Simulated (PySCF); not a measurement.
Delta-SCF ions had no search for a lower state. Excitations are Tamm–Dancoff values on a coarser integration grid. The basis has no diffuse functions, so Rydberg states are missing or too high.

# C₁₁H₁₀O, SMILES `c1ccc2-c1ccc(OC)cc2` (C–O–C–C torsion 0°) (charge 0, multiplicity 1)

Computed with PBE0-D4/def2-TZVP // PBE0-D4/def2-SVP (PySCF).

```
Property                                                                      Value
-------------------------------------------  --------------------------------------
HOMO                                                                       -5.58 eV
dipole moment                                                                2.83 D
HOMO–LUMO gap                                                               3.83 eV
LUMO                                                                       -1.75 eV
S1 excitation (TDA)                                                         2.66 eV
S1 oscillator strength                                                        0.005
brightest of the four lowest singlets (TDA)                                 5.46 eV
T1 excitation (TDA)                                                         2.26 eV
S1–T1 gap (TDA)                                                             0.41 eV
vertical ionisation energy (Delta-SCF)                                      7.14 eV
total energy                                                           -13604.95 eV
cost                                         about 11 core-minutes (a rough figure)
```

```xyz
22

C     -3.8267    -0.2072    -0.0947
O     -2.8416     0.6153     0.4668
C     -1.5311     0.3652     0.2750
C     -1.1194    -0.7307    -0.4956
C      0.1803    -1.1399    -0.7984
C      1.4031    -0.5940    -0.4331
C      2.6738    -1.0880    -0.7947
C      3.6441    -0.2574    -0.2274
C      3.0186     0.7731     0.5004
C      1.6319     0.6056     0.4016
C      0.6539     1.4185     0.9820
C     -0.7246     1.3200     0.9312
H     -3.7576    -1.2446     0.2756
H     -3.7769    -0.2162    -1.1972
H     -4.7916     0.2152     0.2129
H     -1.9087    -1.3520    -0.9192
H      0.2442    -2.0364    -1.4252
H      2.8523    -1.9686    -1.4120
H      4.7226    -0.3865    -0.3316
H      3.5181     1.5706     1.0508
H      1.0386     2.2618     1.5659
H     -1.3033     2.0763     1.4669
```
